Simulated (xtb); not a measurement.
C4H3Br, SMILES C#CC(=C)Br. All values are semi-empirical tight-binding results from xtb (GFN2-xTB unless named), good for trends rather than for accurate numbers. Coordinates come from a GFN2-xTB optimisation.

| Property | Value |
|---|---|
| point group as xtb finds it | Cs |
| orbital gap | 3.69 eV |
| zero-point energy | 31.3 kcal/mol |
| G − E(el) at 298.15 K (modified RRHO) | 12.3 kcal/mol |
| static polarisability (D4 model) | 64.5 bohr³ |
| solvation energy, GFN2-xTB/ALPB(water) | -2.3 kcal/mol |
| solvation energy, GFN2-xTB/ALPB(benzene) | -5.2 kcal/mol |
